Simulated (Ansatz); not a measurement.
Basis-set extrapolation for C$_{2}$H$_{4}$BNS$_{2}$, SMILES `CSC1=NBS1` (PBE0-D4/def2-TZVP geometry, frozen core, the Gaussian-basis code of Ansatz). Multiplicity 1, RHF reference.

```json
{"": "HF", "def2-TZVPP": "-952.330969", "def2-QZVPP": "-952.360298"}
{"": "MP2 correlation", "def2-TZVPP": "-0.963739", "def2-QZVPP": "-1.035526"}
{"": "CCSD(T) correlation", "def2-TZVPP": "-1.058347", "def2-QZVPP": "not run"}
```

Energies in hartree. Use E(X) = E(∞) + A·exp(−7.88·√X) for Hartree–Fock and E(X) = E(∞) + B·X^(−2.97) for correlation, with X = 3 and 4, and add CCSD(T) minus MP2 of the smaller set to the MP2 limit.

**Question.** What is the CCSD(T) energy at the basis-set limit?

**Answer.** HF limit: -952.360298 + (-0.029329) × 0.13774 = -952.36434. MP2 limit: -1.035526 + (-0.071787) × 0.74074 = -1.08870. Higher-order term: -1.058347 − (-0.963739) = -0.09461. Total: -953.54765 hartree, 99.4 kcal/mol below CCSD(T)/def2-TZVPP.
